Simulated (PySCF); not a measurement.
Vertical excitations of a molecule C3H8N2Si from PySCF with TDA-CAM-B3LYP/def2-SVPD, as energy in eV (oscillator strength): 4.26 (0.001), 5.85 (0.005), 6.42 (0.038), 6.70 (0.008), 7.10 (0.024), 7.24 (0.005), 7.41 (0.078), 7.61 (0.076), 7.69 (0.036), 7.90 (0.007). Lowest triplet (TDA): 3.37 eV. Coordinates come from a PBE0-D3(BJ)/def2-SVP optimisation. One conformer was computed; it need not be the lowest.

Which molecule gave these data?
A. N[C@H]1C=C[Si@H]1N
B. NC=C=C[SiH2]N
C. N[Si]1(N)C=CC1
D. C[Si@]1(N)C=NC1

D, C[Si@]1(N)C=NC1
